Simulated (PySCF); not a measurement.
C2H4BO, C2H4AlB, C2H6FSi, C2H7NSi and others (calculated)

Computed with PySCF 2.14.0. Calculation on a computer-drawn molecule: optimised geometry and harmonic frequencies of an isolated molecule of the commonest isotopes, restricted reference for singlets and unrestricted otherwise, frozen core in MP2.

Common to all runs: method HF.

```json
{"entry": 1, "formula": "C2H4BO", "start_structure": {"atoms_angstrom": [["C", 0.6353, 1.1662, -2.0371], ["C", 0.8938, 0.5278, -0.7235], ["B", 0.1242, 0.7892, 0.4479], ["O", -0.5709, 0.8787, 1.4434], ["H", -0.1979, 1.8699, -2.0337], ["H", 0.5384, 0.4192, -2.8635], ["H", 1.5235, 1.7861, -2.3858], ["H", 1.7611, -0.1244, -0.6895]]}, "given": {"charge": -1, "multiplicity": 1, "basis": "aug-cc-pVDZ", "drawn_bonds_atom": [1, 2, 3, 1, 1, 1, 2], "drawn_bonds_other_atom": [2, 3, 4, 5, 6, 7, 8], "drawn_bonds_order": [1, 2, 1, 1, 1, 1, 1]}, "results": {"optimised_atom_element": ["C", "C", "B", "O", "H", "H", "H", "H"], "optimised_atom_x [angstrom]": [0.6804, 0.9208, 0.1057, -0.588, -0.1967, 0.4934, 1.518, 1.774], "optimised_atom_y [angstrom]": [1.178, 0.5284, 0.7364, 0.9138, 1.834, 0.4566, 1.807, -0.1417], "optimised_atom_z [angstrom]": [-2.068, -0.7197, 0.4634, 1.47, -2.041, -2.881, -2.412, -0.6532], "modes_frequency [cm^-1]": [131.4, 206.0, 420.4, 562.3, 636.0, 856.3, 1076, 1121, 1165, 1419, 1492, 1561, 1598, 1933, 3022, 3037, 3145, 3242], "modes_reduced_mass [dalton]": [1.22, 3.791, 1.169, 11.42, 5.331, 3.377, 1.355, 1.285, 2.529, 1.808, 1.239, 1.05, 1.052, 11.13, 1.101, 1.045, 1.086, 1.084], "rotational_constants [GHz]": [39.4, 3.945, 3.667], "total_energy [hartree]": -177.6598, "convergence_status_largest_gradient_component [hartree/bohr]": 1.16e-05}}
{"entry": 2, "formula": "C2H4AlB", "start_structure": {"atoms_angstrom": [["C", -0.0629, -1.0358, 1.4644], ["C", 1.4051, -1.3041, 1.3433], ["B", 2.2807, -0.8511, 0.2954], ["Al", 2.0683, 0.4386, -1.2953], ["H", -0.676, -1.8644, 1.4708], ["H", -0.4316, -0.3293, 0.7018], ["H", -0.2052, -0.4939, 2.3839], ["H", 1.7468, -1.9051, 2.0667]]}, "given": {"charge": 0, "multiplicity": 1, "basis": "cc-pV(D+d)Z", "drawn_bonds_atom": [1, 2, 3, 1, 1, 1, 2], "drawn_bonds_other_atom": [2, 3, 4, 5, 6, 7, 8], "drawn_bonds_order": [1, 2, 1, 1, 1, 1, 1]}, "results": {"optimised_atom_element": ["C", "C", "B", "Al", "H", "H", "H", "H"], "optimised_atom_x [angstrom]": [-0.1969, 1.245, 1.902, 3.026, -0.6774, -0.7757, -0.2763, 1.879], "optimised_atom_y [angstrom]": [-1.053, -1.16, -0.568, 0.3169, -2.036, -0.4102, -0.6427, -1.792], "optimised_atom_z [angstrom]": [1.629, 1.197, 0.1103, -1.574, 1.642, 0.9636, 2.64, 1.824], "modes_frequency [cm^-1]": [95.82, 128.5, 245.8, 338.4, 431.2, 711.0, 990.3, 1045, 1130, 1268, 1514, 1580, 1581, 1685, 3163, 3219, 3236, 3252], "modes_reduced_mass [dalton]": [4.016, 2.416, 1.503, 7.407, 5.961, 1.283, 1.303, 2.915, 1.421, 1.374, 1.214, 1.154, 1.044, 4.127, 1.037, 1.102, 1.087, 1.098], "rotational_constants [GHz]": [39.85, 1.951, 1.882], "total_energy [hartree]": -344.5770, "convergence_status_largest_gradient_component [hartree/bohr]": 3.963e-05}}
{"entry": 3, "formula": "C2H6FSi", "start_structure": {"atoms_angstrom": [["C", 1.0213, 0.618, -1.6165], ["C", 0.7477, 1.0138, -0.2035], ["Si", -1.0355, 0.7767, 0.4202], ["F", -1.3338, 1.2367, 1.914], ["H", 0.4863, 1.2077, -2.3184], ["H", 2.0764, 0.8289, -1.7571], ["H", 0.8601, -0.4836, -1.7942], ["H", 1.3768, 0.3966, 0.5643], ["H", 0.989, 2.0435, 0.0168], ["H", -2.305, 0.338, -0.0282]]}, "given": {"charge": 1, "multiplicity": 1, "basis": "cc-pV(D+d)Z", "drawn_bonds_atom": [1, 2, 3, 1, 1, 1, 2, 2, 3], "drawn_bonds_other_atom": [2, 3, 4, 5, 6, 7, 8, 9, 10], "drawn_bonds_order": [1, 1, 1, 1, 1, 1, 1, 1, 1]}, "results": {"optimised_atom_element": ["C", "C", "Si", "F", "H", "H", "H", "H", "H", "H"], "optimised_atom_x [angstrom]": [0.9908, 0.7427, -0.9729, -1.314, 0.4003, 2.042, 0.7673, 1.363, 0.9977, -2.134], "optimised_atom_y [angstrom]": [0.6025, 1.016, 0.8119, 1.23, 1.201, 0.7614, -0.4514, 0.4441, 2.067, 0.2946], "optimised_atom_z [angstrom]": [-1.589, -0.1246, 0.4603, 1.925, -2.283, -1.822, -1.756, 0.5792, 0.06129, -0.253], "modes_frequency [cm^-1]": [30.97, 166.1, 196.3, 340.9, 471.3, 709.6, 748.5, 875.8, 1018, 1029, 1038, 1115, 1331, 1369, 1495, 1533, 1591, 1602, 2467, 3153, 3195, 3204, 3289, 3305], "modes_reduced_mass [dalton]": [2.711, 3.796, 1.128, 4.98, 1.155, 4.071, 1.341, 1.149, 1.928, 8.887, 1.14, 1.744, 1.251, 1.506, 1.074, 1.181, 1.044, 1.035, 1.046, 1.061, 1.098, 1.036, 1.106, 1.105], "rotational_constants [GHz]": [22.14, 2.815, 2.577], "total_energy [hartree]": -467.3791, "convergence_status_largest_gradient_component [hartree/bohr]": 2.127e-05}}
{"entry": 4, "formula": "C2H7NSi", "start_structure": {"atoms_angstrom": [["C", -0.419, -0.1482, -0.5991], ["C", -1.8722, 0.2866, -0.3612], ["Si", -2.2882, 0.5769, 1.4624], ["N", -3.9317, 1.0072, 1.2597], ["H", 0.2804, 0.6099, -0.1949], ["H", -0.1157, -0.3175, -1.6664], ["H", -0.2459, -1.0782, -0.0983], ["H", -2.0069, 1.2082, -1.0017], ["H", -2.5284, -0.4711, -0.8518], ["H", -4.3845, 1.1427, 0.3594], ["H", -4.5298, 1.3147, 2.0255]]}, "given": {"charge": 0, "multiplicity": 1, "basis": "cc-pV(D+d)Z", "drawn_bonds_atom": [1, 2, 3, 1, 1, 1, 2, 2, 4, 4], "drawn_bonds_other_atom": [2, 3, 4, 5, 6, 7, 8, 9, 10, 11], "drawn_bonds_order": [1, 1, 1, 1, 1, 1, 1, 1, 1, 1]}, "results": {"optimised_atom_element": ["C", "C", "Si", "N", "H", "H", "H", "H", "H", "H", "H"], "optimised_atom_x [angstrom]": [-0.3906, -1.836, -2.316, -3.941, 0.3245, -0.1746, -0.1838, -2.027, -2.534, -4.427, -4.535], "optimised_atom_y [angstrom]": [-0.1604, 0.2958, 0.587, 1.05, 0.575, -0.311, -1.103, 1.228, -0.4421, 1.123, 1.289], "optimised_atom_z [angstrom]": [-0.6094, -0.3796, 1.459, 1.231, -0.2301, -1.67, -0.09546, -0.929, -0.7987, 0.3546, 2.001], "modes_frequency [cm^-1]": [42.01, 203.8, 219.7, 349.2, 511.0, 551.4, 629.9, 676.5, 852.7, 896.4, 988.6, 1032, 1110, 1348, 1353, 1517, 1541, 1594, 1602, 1697, 3126, 3165, 3166, 3233, 3233, 3762, 3865], "modes_reduced_mass [dalton]": [2.217, 2.959, 1.14, 3.43, 1.062, 1.223, 3.144, 1.212, 1.535, 4.017, 1.085, 1.401, 2.396, 1.545, 1.279, 1.179, 1.129, 1.046, 1.038, 1.124, 1.06, 1.1, 1.038, 1.103, 1.103, 1.051, 1.096], "rotational_constants [GHz]": [17.43, 3.027, 2.663], "total_energy [hartree]": -423.1971, "convergence_status_largest_gradient_component [hartree/bohr]": 3.999e-05}}
{"entry": 5, "formula": "CH9NSi2", "start_structure": {"atoms_angstrom": [["C", -0.5856, 0.3849, 1.0491], ["N", 0.0214, -0.0624, -0.1809], ["Si", -0.064, 1.1826, -1.4404], ["Si", 1.0554, -1.3691, -0.2426], ["H", -0.7166, -0.5406, 1.6859], ["H", -1.4538, 0.9379, 0.8736], ["H", 0.0706, 0.9759, 1.6185], ["H", 0.348, 0.479, -2.7169], ["H", 0.724, 2.3505, -1.2118], ["H", -1.4857, 1.5766, -1.5793], ["H", 0.3948, -2.4374, 0.4647], ["H", 1.4153, -1.715, -1.5852], ["H", 2.2793, -1.1011, 0.5578]]}, "given": {"charge": 0, "multiplicity": 1, "basis": "cc-pV(D+d)Z", "drawn_bonds_atom": [1, 2, 2, 1, 1, 1, 3, 3, 3, 4, 4, 4], "drawn_bonds_other_atom": [2, 3, 4, 5, 6, 7, 8, 9, 10, 11, 12, 13], "drawn_bonds_order": [1, 1, 1, 1, 1, 1, 1, 1, 1, 1, 1, 1]}, "results": {"optimised_atom_element": ["C", "N", "Si", "Si", "H", "H", "H", "H", "H", "H", "H", "H", "H"], "optimised_atom_x [angstrom]": [-0.4772, 0.09354, -0.1306, 1.051, -0.7211, -1.408, 0.209, 0.4746, 0.493, -1.576, 0.2506, 1.512, 2.232], "optimised_atom_y [angstrom]": [0.4278, 0.03315, 1.142, -1.414, -0.4501, 0.9846, 1.054, 0.5717, 2.46, 1.387, -2.564, -1.671, -1.3], "optimised_atom_z [angstrom]": [1.108, -0.1879, -1.503, -0.2051, 1.711, 0.9717, 1.686, -2.724, -1.221, -1.726, 0.2801, -1.585, 0.6883], "modes_frequency [cm^-1]": [80.59, 93.97, 100.8, 217.6, 248.6, 288.1, 570.3, 701.2, 755.7, 778.1, 810.1, 981.3, 1011, 1021, 1032, 1055, 1065, 1090, 1193, 1225, 1311, 1575, 1603, 1609, 2278, 2280, 2296, 2305, 2326, 2343, 3159, 3226, 3238], "modes_reduced_mass [dalton]": [1.029, 1.221, 1.018, 2.352, 3.364, 2.638, 4.592, 1.247, 1.118, 1.263, 1.303, 2.604, 1.049, 1.057, 1.106, 1.056, 1.075, 1.112, 5.221, 1.369, 1.693, 1.139, 1.047, 1.044, 1.048, 1.05, 1.034, 1.035, 1.034, 1.036, 1.034, 1.105, 1.105], "rotational_constants [GHz]": [6.26, 2.987, 2.148], "total_energy [hartree]": -675.4616, "convergence_status_largest_gradient_component [hartree/bohr]": 2.305e-05}}
{"entry": 6, "formula": "CH5BNO", "start_structure": {"atoms_angstrom": [["C", -0.9602, 0.2314, 0.1354], ["N", -1.2617, -1.1446, 0.461], ["B", -0.7847, -1.7875, 1.6657], ["O", -0.298, -1.13, 2.6889], ["H", -0.0186, 0.2931, -0.5283], ["H", -0.6999, 0.7311, 1.0406], ["H", -1.7723, 0.714, -0.4042], ["H", -1.3413, -1.7376, -0.3709], ["H", -0.9754, -3.0345, 1.6974]]}, "given": {"charge": -1, "multiplicity": 1, "basis": "aug-cc-pVDZ", "drawn_bonds_atom": [1, 2, 3, 1, 1, 1, 2, 3], "drawn_bonds_other_atom": [2, 3, 4, 5, 6, 7, 8, 9], "drawn_bonds_order": [1, 1, 1, 1, 1, 1, 1, 1]}, "results": {"optimised_atom_element": ["C", "N", "B", "O", "H", "H", "H", "H", "H"], "optimised_atom_x [angstrom]": [-0.9268, -1.232, -0.7744, -0.2617, -0.01753, -0.7611, -1.746, -1.406, -0.9863], "optimised_atom_y [angstrom]": [0.2124, -1.152, -1.781, -1.163, 0.3268, 0.761, 0.7002, -1.746, -3.023], "optimised_atom_z [angstrom]": [0.1096, 0.4451, 1.711, 2.709, -0.5031, 1.034, -0.4383, -0.337, 1.655], "modes_frequency [cm^-1]": [89.51, 228.9, 259.7, 473.5, 703.4, 869.6, 956.6, 1154, 1179, 1226, 1244, 1523, 1550, 1589, 1606, 1617, 2205, 3042, 3077, 3250, 3817], "modes_reduced_mass [dalton]": [1.173, 2.425, 2.693, 1.238, 3.266, 3.258, 1.73, 1.203, 1.519, 1.328, 2.523, 1.291, 1.497, 1.067, 1.493, 1.989, 1.073, 1.069, 1.075, 1.089, 1.076], "rotational_constants [GHz]": [19.17, 5.498, 4.4], "total_energy [hartree]": -194.8624, "convergence_status_largest_gradient_component [hartree/bohr]": 1.132e-05}}
{"entry": 7, "formula": "CH4BClN", "start_structure": {"atoms_angstrom": [["C", -0.862, -0.932, 0.2608], ["N", 0.3752, -1.1444, 1.0897], ["B", 1.6413, -1.3297, 0.7112], ["Cl", 3.1415, -1.5513, 0.2381], ["H", -1.2325, 0.0094, 0.6154], ["H", -1.4784, -1.7355, 0.5276], ["H", -0.526, -0.8514, -0.7891], ["H", 0.1232, -1.1867, 2.0825]]}, "given": {"charge": 1, "multiplicity": 1, "basis": "cc-pV(D+d)Z", "drawn_bonds_atom": [1, 2, 3, 1, 1, 1, 2], "drawn_bonds_other_atom": [2, 3, 4, 5, 6, 7, 8], "drawn_bonds_order": [1, 1, 1, 1, 1, 1, 1]}, "results": {"optimised_atom_element": ["C", "N", "B", "Cl", "H", "H", "H", "H"], "optimised_atom_x [angstrom]": [-0.8255, 0.3726, 1.611, 3.148, -1.259, -1.534, -0.5245, 0.1936], "optimised_atom_y [angstrom]": [-0.9172, -1.162, -1.328, -1.532, 0.03793, -1.724, -0.8933, -1.202], "optimised_atom_z [angstrom]": [0.2848, 1.138, 0.7271, 0.2032, 0.5655, 0.4457, -0.7585, 2.131], "modes_frequency [cm^-1]": [155.2, 155.4, 394.0, 514.7, 616.7, 709.7, 1034, 1188, 1227, 1443, 1557, 1583, 1605, 1849, 3235, 3349, 3352, 3730], "modes_reduced_mass [dalton]": [1.161, 3.948, 3.896, 6.456, 1.427, 6.305, 4.587, 1.263, 1.273, 1.307, 1.153, 1.04, 1.046, 7.287, 1.03, 1.111, 1.112, 1.075], "rotational_constants [GHz]": [37.06, 2.425, 2.31], "total_energy [hartree]": -578.6387, "convergence_status_largest_gradient_component [hartree/bohr]": 1.096e-05}}
{"entry": 8, "formula": "CH5FNSi", "start_structure": {"atoms_angstrom": [["C", 0.6518, -0.2079, -1.0258], ["N", 1.2212, -0.5204, 0.3006], ["Si", 1.0646, 0.3994, 1.6614], ["F", -0.256, 1.2654, 1.4344], ["H", -0.1432, 0.4525, -0.9205], ["H", 1.4542, 0.2169, -1.7337], ["H", 0.2915, -1.1157, -1.5156], ["H", 1.9167, -1.2177, 0.1595], ["H", 0.8065, -0.397, 2.8551]]}, "given": {"charge": 0, "multiplicity": 2, "basis": "cc-pV(D+d)Z", "drawn_bonds_atom": [1, 2, 3, 1, 1, 1, 2, 3], "drawn_bonds_other_atom": [2, 3, 4, 5, 6, 7, 8, 9], "drawn_bonds_order": [1, 1, 1, 1, 1, 1, 1, 1]}, "results": {"optimised_atom_element": ["C", "N", "Si", "F", "H", "H", "H", "H", "H"], "optimised_atom_x [angstrom]": [0.7954, 1.174, 0.7471, -0.8351, 0.4538, 1.647, -0.01448, 1.558, 1.482], "optimised_atom_y [angstrom]": [-0.1593, -0.3979, 0.5378, 0.4494, 0.8702, -0.2998, -0.8159, -1.31, 0.001271], "optimised_atom_z [angstrom]": [-1.147, 0.2345, 1.585, 1.955, -1.263, -1.817, -1.477, 0.3954, 2.75], "modes_frequency [cm^-1]": [90.98, 111.1, 262.1, 363.0, 423.6, 723.2, 828.3, 849.9, 932.4, 1181, 1221, 1233, 1527, 1578, 1590, 1624, 2306, 3168, 3229, 3257, 3797], "modes_reduced_mass [dalton]": [2.272, 1.365, 2.658, 6.624, 1.167, 1.884, 1.928, 2.272, 1.977, 1.241, 3.561, 1.278, 1.45, 1.168, 1.042, 1.048, 1.042, 1.035, 1.105, 1.104, 1.075], "rotational_constants [GHz]": [13.47, 3.529, 3.028], "total_energy [hartree]": -483.6477, "spin_squared": 0.7527, "convergence_status_largest_gradient_component [hartree/bohr]": 2.559e-05}}
```
